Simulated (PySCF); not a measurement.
# Worked example: oscillator strength and radiative lifetime

Ta(NMe)(F)2(OH) (CH4F2NOTa), SMILES [F][Ta](=[N]C)([F])[OH], multiplicity 1.

The structure is a stationary point at PBE-D3(BJ)/def2-SVP. The multiplicity is an assumed one; other spin states were not compared. The def2 effective core potentials stand for the cores of Ta; spin–orbit coupling is left out. Other conformers were not sampled.

TDDFT-PBE/def2-SVPD in PySCF puts the first singlet state with f over 0.02 at 5.11 eV (vertical), with the transition dipole (-0.001, 0.454, 0.000) in atomic units.

Task: Find the oscillator strength, the wavelength and the radiative lifetime that this transition would have in vacuum if emission retraced absorption.

Result: 
|μ|² = 0.2061 au, so |μ| = 1.15 D. ΔE = 5.11/27.211 = 0.1878 hartree. f = (2/3) ΔE |μ|² = 0.026 (the program prints 0.026).
λ = 1239.84/5.11 = 243 nm; ν = 41215 cm⁻¹.
Einstein's coefficient A = 0.6670 ν² f s⁻¹ (ν in cm⁻¹) = 2.9e7 s⁻¹, so τ = 1/A = 34 ns. This state is S5; the lower singlets have f = 0.001, 0.000, 0.000, 0.006. The figure is the radiative limit of this one transition; relaxation, internal conversion, crossing to triplets and a medium change what is measured.
